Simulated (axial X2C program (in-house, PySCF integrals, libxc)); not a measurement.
## Low determinants of IrO at the PBE0 level, two-component

Computed with an axial X2C code built on PySCF integrals. Two-component (2c) means X2C with spin–orbit coupling and atomic mean-field two-electron Coulomb and Gaunt terms. Basis: Ir dyall-v2z [11s12p9d6f], O dyall-v2z [5s5p1d] (cores contracted in-house); Gaussian nuclei, density fitting, unrestricted open shells. Masses: Ir 192.963 u, O 15.995 u.

Search at 1.720 Å (vertical energies from the lowest determinant):

```
ΔE (eV)    state  electrons beyond evenly filled partner blocks  electrons in ±ω = 1/2, 3/2, 5/2, 7/2
   0.00  Ω = 7/2                     ω = -1/2, ω = 3/2, ω = 5/2                             49 25 9 2
   0.34  Ω = 3/2                                        ω = 3/2                            48 25 10 2
   0.40  Ω = 1/2                                        ω = 1/2                            49 24 10 2
   0.49  Ω = 3/2                     ω = 1/2, ω = -3/2, ω = 5/2                             49 25 9 2
   0.53  Ω = 5/2                                        ω = 5/2                             50 24 9 2
   0.74  Ω = 9/2                      ω = 1/2, ω = 3/2, ω = 5/2                             49 25 9 2
   0.75  Ω = 1/2                          2 × ω = -1/2, ω = 3/2                            48 25 10 2
```

Lowest determinant, Ω = 7/2 (⟨Sz⟩ = 1.46, ⟨Lz⟩ = 2.04 at PBE0): Re = 1.711 Å, ωe = 947.6 cm⁻¹.

The determinant in row 2 of the search, Ω = 3/2 (⟨Sz⟩ = 1.38, ⟨Lz⟩ = 0.12 at PBE0), was followed along the bond at PBE0; measured from the minimum of the lowest determinant it gives:

Te = 0.312 eV (2519 cm⁻¹), Re = 1.688 Å, ωe = 977.7 cm⁻¹.

(1) Compare the bond of the determinant in row 2 with that of the lowest one.

The search compares states at one distance, so a state with another bond length can lie lower; it is not exhaustive and yields mostly the lowest determinant of each block pattern, so other components and higher states of one pattern are missing. These are energies of single determinants, not of spin-adapted states; PBE0 term energies can be off by some tenths of an eV, and the functional has no current term. The lowest determinant need not be the ground state where others lie within half an eV.

Results:

(1) At PBE0 its Re is 0.023 Å shorter and its force constant, which goes as ωe², is 1.06 times that of the lowest determinant. T0 ≈ Te + Δωe/2 = 2519 + (15) = 2534 cm⁻¹.
